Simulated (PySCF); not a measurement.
Choosing a molecule for a target property.

All species are isolated and taken at one optimised geometry, non-relativistic unless stated; the electronic structure was computed with PySCF and density fitting.

The conformers computed, where there is a choice (atom-mapped SMILES and torsion angles):
- `[H]/[N:2]=[CH:3]/[C@@H:4]1[C@H:5]2[C@H:6]([CH3:7])[C@:8]12[C:9]#[CH:10]`: N2–C3–C4–C5 -147°
- `[CH3:1][S:2]/[CH:3]=[C:4](/[CH2:5][F:6])[CH:7]([F:8])[F:9]`: C1–S2–C3–C4 180°, C3–C4–C5–F6 0°, C3–C4–C7–F8 -121°
- `[CH3:1][C@@H:2]1[S:3][C@@H:4]1[CH2:5][C:6]([F:7])([F:8])[F:9]`: S3–C4–C5–C6 -168°, C4–C5–C6–F7 61°
- `[SiH3:1][O:2][SiH:3]1[CH2:4][CH2:5]1`: Si1–O2–Si3–C4 23°

The conformers of `FC(F)(F)[C@H]1CCCS1` aren't listed.

Question: Wanted: dipole moment between 2 D and 2.6 D (PBE0/def2-SVPD) and electronic spatial extent ⟨r²⟩ about the centre of nuclear charge below 1600 bohr² (PBE0/def2-SVPD), at GFN2-xTB geometries. Which candidate meets both?
A. `CS/C=C(/CF)C(F)F`
B. `[SiH3]O[SiH]1CC1`
C. `[H]/N=C/[C@@H]1[C@H]2[C@H](C)[C@@]21C#C`
D. `C[C@@H]1S[C@@H]1CC(F)(F)F`

Answer: C. Computed values:
| species | dipole moment | electronic spatial extent ⟨r²⟩ about the centre of nuclear charge |
| --- | --- | --- |
| [SiH3]O[SiH]1CC1 | 0.33 D | 851 bohr² |
| C[C@@H]1S[C@@H]1CC(F)(F)F | 0.94 D | 1536 bohr² |
| [H]/N=C/[C@@H]1[C@H]2[C@H](C)[C@@]21C#C | 2.27 D | 1320 bohr² |
| CS/C=C(/CF)C(F)F | 2.92 D | 1747 bohr² |

Question: Wanted: lowest triplet excitation (Tamm–Dancoff) between 4 eV and 4.6 eV (TDA PBE0/def2-SVPD) and static isotropic polarisability below 84 au (PBE0/def2-SVPD), at GFN2-xTB geometries. Which candidate meets both?
A. `[H]/N=C/[C@@H]1[C@H]2[C@H](C)[C@@]21C#C`
B. `CS/C=C(/CF)C(F)F`
C. `S1[C@@H](C)[C@H]1CC(F)(F)F`
D. `FC(F)(F)[C@H]1CCCS1`

Answer: C. Computed values:
```
                                species  lowest triplet excitation (Tamm–Dancoff)  static isotropic polarisability
                       CS/C=C(/CF)C(F)F                                   3.54 eV                          87.7 au
[H]/N=C/[C@@H]1[C@H]2[C@H](C)[C@@]21C#C                                   4.25 eV                          99.6 au
             S1[C@@H](C)[C@H]1CC(F)(F)F                                   4.43 eV                          80.5 au
                    FC(F)(F)[C@H]1CCCS1                                   4.81 eV                          78.0 au
```
